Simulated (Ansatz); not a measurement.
Problem. Name a neutral molecule of Cl, F, S, Si and H with ideal-gas entropy at 298 K and 1 bar (rigid rotor, harmonic PBE0-D4/def2-TZVP) between 392 and 408 J/(mol·K) and LUMO energy (ωB97M-V/def2-TZVPP) between 1.30 and 1.60 eV (Ansatz, PBE0-D4/def2-TZVP geometry).

Solution. `F[SiH](F)S[SiH2]Cl` (401 J/(mol·K), 1.53 eV). Other molecules can fit too; these were computed, each in one conformer that needn't be the lowest.
